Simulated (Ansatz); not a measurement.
Reaction (redistribution): `C[SiH](C)[SiH2]Cl` + `C=NC[TeH]` → `C[SiH2][SiH2]Cl` + `C/C=N\C[TeH]`

Gas-phase electronic energies from Ansatz, PBE0-D4/def2-TZVP geometries. CBS: MP2 limit from def2 TZ/QZ plus the TZ coupled-cluster correction, frozen cores. This one scheme is used for every species. Functionals use def2-TZVPP. Elements past krypton have def2 core potentials. For Te outer-core shells are correlated without core-valence functions, which leaves a few kJ/mol of doubt a bond. Each species was taken in one conformer, which may not be the lowest.

`C[SiH](C)[SiH2]Cl`:

Z-matrix (Å, degrees):
```
C
Si 1 1.874
H 1 1.093 2 110.5
H 1 1.093 2 110.6 3 -119.8
H 1 1.092 2 111.3 3 120.1
C 2 1.874 1 111.6 3 62.2
Si 2 2.342 1 108.9 3 -58.1
H 2 1.494 1 109.9 3 -175.7
H 6 1.093 2 110.5 1 -62.1
H 6 1.093 2 110.6 1 57.6
H 6 1.092 2 111.3 1 177.8
Cl 7 2.076 2 107.2 1 60.6
H 7 1.487 2 113.6 1 178.5
H 7 1.487 2 113.6 1 -57.3
```

`C=NC[TeH]`:

```xyz
9

C    -0.766    0.425    1.231
N    -0.525   -0.695    0.718
C     0.087   -0.852   -0.555
Te    0.595    0.878   -1.803
H    -0.532    1.372    0.728
H    -1.233    0.461    2.214
H     1.015   -1.412   -0.440
H    -0.569   -1.446   -1.195
H     1.928    1.270   -0.898
```

`C[SiH2][SiH2]Cl`:

Z-matrix (Å, degrees):
```
C
Si 1 1.873
H 1 1.092 2 110.9
H 1 1.092 2 110.3 3 -119.8
H 1 1.092 2 110.7 3 120.2
Si 2 2.339 1 110.4 3 62.3
H 2 1.491 1 111.2 3 -57.9
H 2 1.489 1 110.9 3 -178.1
Cl 6 2.071 2 107.9 1 53.6
H 6 1.485 2 113.2 1 172.5
H 6 1.487 2 112.4 1 -64.1
```

`C/C=N\C[TeH]`:

Cartesian coordinates in Å:
```
C -1.493 -0.484 0.454
C -0.716 0.778 0.651
N 0.524 0.955 0.454
C 1.337 -0.139 0.038
Te 1.351 -0.387 -2.121
H -2.532 -0.358 0.755
H -1.468 -0.776 -0.601
H -1.067 -1.313 1.027
H -1.272 1.659 0.977
H 2.374 0.042 0.310
H 1.031 -1.124 0.410
H 1.932 1.147 -2.353
```

```
             level  ΔE (kJ/mol)  difference from CCSD(T)/CBS
            PBE-D4         33.9                          3.3
         r2SCAN-D4         33.9                          3.3
           PBE0-D4         31.5                          0.9
            B2PLYP         31.0                          0.4
   CCSD/def2-TZVPP         28.5                         -2.1
CCSD(T)/def2-TZVPP         29.3                         -1.3
    MP2/def2-QZVPP         30.8                          0.2
SCS-MP2/def2-QZVPP         29.0                         -1.6
      HF/CBS(def2)         24.0                         -6.6
     MP2/CBS(def2)         31.5                          0.9
       CCSD(T)/CBS         30.6                            0
```

Largest T1 diagnostic among the species: 0.012.

In def2-TZVPP, CCSD(T) changes the Hartree–Fock value by +4.9 kJ/mol (the triples alone add +0.8 kJ/mol) and MP2 by +5.8 kJ/mol.
